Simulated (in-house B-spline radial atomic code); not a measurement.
A fraction x of an electron is removed from 4d in the silver ion Ag⁵⁺, starting from [Kr] 4d6 and keeping the highest spin. Level of theory: scalar-relativistic (X2C) LDA exchange-only, spin-polarised, spherical fractional occupations, Fermi nucleus of rms radius 4.5454 fm; calculated with a radial B-spline atomic code at the basis-set limit.

```csv
x,E(x) - E(0) (eV),4d down level (eV)
0,0.0000,-73.200
0.01,0.7328,-73.369
0.2,14.9785,-76.590
0.34,25.8684,-78.982
0.45,34.6602,-80.871
0.5,38.7253,-81.733
0.55,42.8335,-82.597
0.71,56.2708,-85.372
0.81,64.8952,-87.116
0.93,75.4751,-89.217
1,81.7633,-
```

The exact functional would give a straight line between the two integer points. Deviations E(x) - E(0) - x[E(1) - E(0)], in eV: -0.085 at x = 0.01, -1.374 at x = 0.2, -1.931 at x = 0.34, -2.133 at x = 0.45, -2.156 at x = 0.5, -2.136 at x = 0.55, -1.781 at x = 0.71, -1.333 at x = 0.81, -0.565 at x = 0.93.

The curve lies below the straight line by up to 2.156 eV (at x = 0.5): convex, the delocalisation error that favours fractional charges.

(1) How well does Slater's transition state (minus the level at half occupation) give the ionisation energy?

Results:

(1) It gives 81.733 eV against 81.763 eV from the two total energies; NIST lists 82.00 eV, ground level to ground level.
